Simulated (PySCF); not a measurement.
SMILES B[SiH2][Si](F)(F)F (H4BF3Si2) (PBE0/def2-SVP optimised geometry):

```
10

B      1.537    -1.342    -1.707
Si     1.278    -0.328     0.000
Si    -1.060    -0.328     0.000
F     -1.721     1.137     0.000
F     -1.712    -1.137     1.226
F     -1.569    -1.059    -1.348
H      1.556    -2.548    -1.701
H      1.593    -0.761    -2.762
H      1.721     1.098     0.001
H      1.716    -1.013     1.252
```

Computed with PBE0/def2-TZVP run with PySCF.

Question: What are the frontier orbital energies and the dipole moment?

Answer: HOMO-2 -9.96 eV, HOMO-1 -9.75 eV, HOMO -8.75 eV, LUMO -2.87 eV, LUMO+1 -0.46 eV; dipole moment 2.61 D.

Meta-Löwdin charges at PBE0/def2-TZVP: B1 -0.16, Si2 0.17, Si3 1.47, F4 -0.49, F5 -0.49, F6 -0.49, H7 0.04, H8 0.04, H9 -0.05, H10 -0.05.
